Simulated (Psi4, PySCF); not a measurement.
Here is a job for Psi4.
```
memory 2 GB

molecule mol {
0 2
C     0.014372    1.104672    0.007322
S    -0.008943   -0.687398   -0.004556
H     1.047193    1.443295    0.025968
H    -0.509369    1.457806    0.892039
H    -0.480964    1.469242   -0.889039
}

set {
  basis 6-31g*
  reference uhf
  scf_type pk
  puream true
  d_convergence 1e-8
}

energy('scf')
print_variables()
```

Write the same job for PySCF.

This is not unique; one that fits is 
```python
from pyscf import gto, scf

mol = gto.Mole()
mol.atom = '''
    C     0.014372    1.104672    0.007322
    S    -0.008943   -0.687398   -0.004556
    H     1.047193    1.443295    0.025968
    H    -0.509369    1.457806    0.892039
    H    -0.480964    1.469242   -0.889039
'''
mol.basis = '6-31g*'
mol.charge = 0
mol.spin = 1
mol.verbose = 4
mol.build()

mf = scf.UHF(mol)
mf.kernel()
```

Both were run: Psi4 gave -437.099155 Eh and PySCF -437.099155 Eh, 0.000 mEh apart.
